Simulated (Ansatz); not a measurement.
H2Sb (SMILES [SbH2]) moved off its minimum; all values from Ansatz (a program for electronic structure), cores frozen in correlated methods. Open shells are unrestricted. Elements past Kr take the def2 small-core potentials, without spin–orbit coupling.
(charge 0, multiplicity 2)
```xyz
3

Sb    -0.1139     0.0631    -0.1245
H     -1.1656    -1.0692     0.0513
H      1.2830    -1.2307    -0.0692
```

Forces at B3LYP/def2-TZVPP (eV/Å):

```tsv
atom	Fx	Fy	Fz
Sb1	3.402	1.101	-0.304
H2	-2.132	-2.285	0.355
H3	-1.270	1.184	-0.051
```

Problem. Give the forces (eV/Å), the total energy and the dipole at CCSD(T)/def2-TZVPPD.

Solution. 
```json
[
 {"atom": "Sb1", "Fx": "3.485", "Fy": "1.167", "Fz": "-0.316"},
 {"atom": "H2", "Fx": "-2.218", "Fy": "-2.361", "Fz": "0.368"},
 {"atom": "H3", "Fx": "-1.267", "Fy": "1.194", "Fz": "-0.052"}
]
```
Energy -240.5294 hartree, dipole 0.58 D.
